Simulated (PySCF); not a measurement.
Isomers of C9H13B, from PySCF 2.14.0, PBE0-D3(BJ)/def2-SVP geometry optimisation, gas phase. One conformer each, no zero-point energy, no frequencies.

Question: Which isomer lies lower at this level?
A. `[CH3:1][B:2]([CH3:3])[C:4]1=[CH:5][CH:6]=[CH:7][CH:8]=[CH:9][CH2:10]1` with C4–C5–C6–C7 30°, C6–C7–C8–C9 -30°, C8–C9–C10–C4 71°, B2–C4–C10–C9 104°: A = 2357, B = 950.7, C = 736.6 MHz, dipole 0.38 D
B. `[CH3:1][B:2]([CH3:3])[C@H:4]1[C@H:5]2[CH:6]=[CH:7][C@@H:8]1[CH:9]=[CH:10]2` with C1–B2–C4–C5 33°: A = 2378, B = 1126, C = 1012 MHz, dipole 0.23 D

Answer: A. That is `CB(C)C1=CC=CC=CC1`, 20.4 kcal/mol below the other.

| SMILES | mapped SMILES | E (Eh) | relative (kcal/mol) | relative (kJ/mol) | dipole (D) |
| --- | --- | --- | --- | --- | --- |
| CB(C)C1=CC=CC=CC1 | [CH3:1][B:2]([CH3:3])[C:4]1=[CH:5][CH:6]=[CH:7][CH:8]=[CH:9][CH2:10]1 | -374.89914 | 0.0 | 0.0 | 0.38 |
| CB(C)[C@H]1[C@H]2C=C[C@@H]1C=C2 | [CH3:1][B:2]([CH3:3])[C@H:4]1[C@H:5]2[CH:6]=[CH:7][C@@H:8]1[CH:9]=[CH:10]2 | -374.86661 | 20.4 | 85.4 | 0.23 |
